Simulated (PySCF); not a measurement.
1-ethylimidazole, C₅H₈N₂.
Atom-mapped SMILES: `[CH3:1][CH2:2][n:3]1[cH:4][cH:5][n:6][cH:7]1` (hydrogens: H8, H9, H10 on C1; H11, H12 on C2; H13 on C4; H14 on C5; H15 on C7)

Computed, not measured: core-valence-separated Tamm–Dancoff BHandHLYP/aug-pcX-1 (pcseg-1 on H) in PySCF, non-relativistic, gas phase, PBE0-D3(BJ)/def2-SVP geometry. The energies are unshifted.

Task: Give energies, oscillator strengths and core holes at the C K edge.

Result: 
```csv
E (eV),f,core hole on,main final orbital,polarisation
284.17,0.0579,C5,spread,normal to the local trigonal plane
284.31,0.0611,C4,spread,normal to the local trigonal plane
284.53,0.0672,C7,spread,normal to the local trigonal plane
285.49,0.0103,C1,LUMO (68 %),–
286.20,0.0265,C1,LUMO+1 (32 %),–
286.30,0.0268,C1,LUMO+2 (44 %),–
286.32,0.0174,C4,LUMO+2 (41 %),in the local trigonal plane
286.37,0.0165,C5,LUMO+3 (31 %),in the local trigonal plane
286.51,0.0018,C5,spread,mixed
286.69,0.0225,C2,LUMO (69 %),–
286.76,0.0045,C1,LUMO+4 (38 %),–
287.11,0.0016,C5,LUMO (68 %),in the local trigonal plane
287.16,0.0177,C7,LUMO+3 (37 %),in the local trigonal plane
287.22,0.0106,C1,spread,–
287.24,0.0370,C2,LUMO+2 (38 %),–
287.38,0.0039,C4,LUMO+1 (56 %),normal to the local trigonal plane
287.51,0.0081,C1,spread,–
287.52,0.0008,C4 + C5,"spread (2 roots, f summed)",–
287.53,0.0017,C5,LUMO+1 (43 %),mixed
287.73,0.0050,C4,LUMO+3 (34 %),in the local trigonal plane
287.77,0.0022,C1,LUMO+7 (57 %),–
287.78,0.0027,C5,LUMO+6 (42 %),in the local trigonal plane
```

The first line with a tenth or more of the strongest one's intensity is at 284.17 eV (f = 0.058), with the hole on C5 (aromatic CH next to a ring nitrogen), polarised normal to the local trigonal plane: a 1s→π* resonance. The strongest listed is at 284.53 eV (f = 0.067; C7, 1s→π*).

Task: List the nitrogen K-edge absorption lines.

Result: 
```
E (eV)       f  core hole on  main final orbital                        polarisation
397.36  0.0593            N6              spread                                   –
399.95  0.0414            N3       LUMO+4 (34 %)  normal to the local trigonal plane
400.30  0.0024            N6              spread                                   –
400.68  0.0010            N6       LUMO+3 (54 %)                                   –
401.03  0.0013            N6         LUMO (42 %)                                   –
401.19  0.0003            N6       LUMO+2 (63 %)                                   –
401.33  0.0001            N6       LUMO+1 (58 %)                                   –
401.56  0.0006            N6       LUMO+6 (34 %)                                   –
401.76  0.0005            N6       LUMO+5 (57 %)                                   –
401.98  0.0011            N6       LUMO+7 (47 %)                                   –
402.13  0.0001            N6              spread                                   –
```

The first line with a tenth or more of the strongest one's intensity is at 397.36 eV (f = 0.059), with the hole on N6 (pyridine-type nitrogen). It is also the strongest listed.

Roots within 0.03 eV whose holes lie on the same, on equivalent or on shared atoms are summed into one line, and the highest roots are left out, as the search may have cut off their partners. Final orbitals are the ground state's empty Kohn–Sham orbitals. A dash: too weak, shared between unlike atoms, or no plane or axis to refer to.

Task: What are the wavelength and the wavenumber of the 287.16 eV line?

Result: λ = 12398.42 eV Å/287.16 eV = 43.176 Å; 2.3161 × 10⁶ cm⁻¹.

The ionisation thresholds weren't computed; near and above them a finite basis only mimics Rydberg series and continuum.

Conformer computed: `[CH3:1][CH2:2][n:3]1[cH:4][cH:5][n:6][cH:7]1`: C1–C2–N3–C4 -81°.

One conformer stands for the species.
